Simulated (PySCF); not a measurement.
## Working out the ionisation energy of Ir

Ir [Xe] 4f14 5d7 6s2 (4F) → Ir⁺ [Xe] 4f14 5d7 6s1 (5F). Calculation: PySCF 2.14, in aug-cc-pwCVTZ-PP with ECP60MDF; a scalar-relativistic core potential. Frozen: nothing. Energies in hartree (1 hartree = 27.21139 eV):

```
            part   Ir (lower)  Ir⁺ (upper)
             UHF  -103.626808  -103.368513
CCSD correlation    -0.576021    -0.515592
             (T)    -0.022672    -0.015554
```

**Question.** What does Hartree-Fock give?

**Answer.** (-103.368513) − (-103.626808) = 0.258295 hartree = 7.029 eV.

**Question.** What do CCSD and CCSD(T) give?

**Answer.** The CCSD correlation energies differ by 0.060429 hartree = 1.644 eV and the triples by 0.007118 hartree = 0.194 eV, so CCSD gives 8.673 eV and CCSD(T) 8.867 eV.

Measured between the centres of the two terms (NIST): 8.926 eV, so CCSD(T) (valence and next inner shell) is off by -0.059 eV.

What remains against the reference includes basis incompleteness and higher excitations.
